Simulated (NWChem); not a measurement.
**Correlation energy of HBCl**

SMILES: [BH]Cl
```xyz
3

B      1.1530    -0.4627     0.0000
Cl    -0.4637     0.1207     0.0000
H      2.1185     0.2615     0.0000
```
Charge 0, spin multiplicity 2.

Program: NWChem. All single points use one geometry, from UPBE0/def2-SVP, a minimum by its harmonic frequencies.

Basis set: cc-pVTZ. Each correlation energy counts from its own Hartree-Fock reference.

```tsv
method	correlation energy (mHa)
CCSD(T) on ROHF	-304.4
URI-MP2	-263.7
UMP2	-263.7
SCS-UMP2	-262.6
CCSD[T] on ROHF	-304.7
CCSD on ROHF	-292.1
```

The values span 42.1 mHa, from CCSD[T] on ROHF (lowest) to SCS-UMP2 (highest). 

The correlated methods keep 6 core orbitals frozen. The structure started from a generated list of species. The unpaired electrons of the parent sit in orbitals of symmetry a' (Cs labels of the run); other states weren't searched. The stability of the SCF solutions was not checked. Open-shell Hartree-Fock references start from PBE0 orbitals. Coupled-cluster values serve here as a point of comparison, not as the truth.
